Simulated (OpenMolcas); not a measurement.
A run on Cu3+ with 6 ligands (chloride) in octahedral coordination (Oh) at 2.39 Å. A charge of +0.5 e stands 2.4 Å behind each ligand. Ligand basis ANO-RCC-VDZP.

```yaml
Program: OpenMolcas
Method: "SS-CASPT2, IPEA 0.25 Eh, imaginary shift 0.2 Eh (closed shells correlated: 3s 3p and the ligand valence shells)"
Basis: ANO-RCC-VDZP [5s4p2d1f]
Scalar_Hamiltonian: DKH2, point nucleus
Active_space: 8 electrons in 5 orbitals (3d)
State_averaging: 2S+1 = 3 even, 10 roots; 2S+1 = 1 even, 15 roots
Spin-orbit_coupling: RASSI with atomic mean-field integrals over the reference wave functions
```

First CASPT2 step and the start of its output:

```
&CASPT2
Multistate=10 1 2 3 4 5 6 7 8 9 10
NoMult
Frozen=17 18
IPEA=0.25
Imaginary=0.2
MaxIter=60
WThr=0.0 0.3 0.05
PrWF=0.5
NoMix
```

```
--- CASPT2 ---
Orbital specifications:
      -----------------------

      Symmetry species                           1   2
                                                ag  au
      Frozen orbitals                           17  18
      Inactive orbitals                         13  15
      Active orbitals                            5   0
      Secondary orbitals                        34  40
      Deleted orbitals                           0   0
      Number of basis functions                 69  73
Type of calculation                        SS-CASPT2
      Fock operator                              state-specific
      IPEA shift                                 0.25
      Real shift                                 0.00
      Imaginary shift                            0.20
      The input orbitals will be transformed to quasi-canonical
Reference energy:       -4419.6562569431
      E2 (Non-variational):      -1.6105910125
      Shift correction:          -0.0125826004
      E2 (Variational):          -1.6231736129
      Total energy:           -4421.2794305560
      Residual norm:              0.0000001838
      Reference weight:           0.63425
      Contributions to the CASPT2 correlation energy
      Active & Virtual Only:         -0.1941500190
      One Inactive Excited:          -0.3738737026
      Two Inactive Excited:          -1.0425672909
Reference energy:       -4419.6345214507
      E2 (Non-variational):      -1.5271637711
      Shift correction:          -0.0145009554
      E2 (Variational):          -1.5416647265
      Total energy:           -4421.1761861772
      Residual norm:              0.0000003404
      Reference weight:           0.64961
      Contributions to the CASPT2 correlation energy
      Active & Virtual Only:         -0.1767196040
...
```

Over all roots the printed reference weights run from 0.09 to 0.65, and roots that are degenerate in the reference spread by up to 5700 cm-1.

Question: Did the run give usable levels, and if not, why?

Answer: No. The equations converged, but the reference weight falls to 0.09 for at least one root against 0.65 for the best. A drop of that size marks an intruder state, so the energies of such roots and the levels built on them can't be trusted.
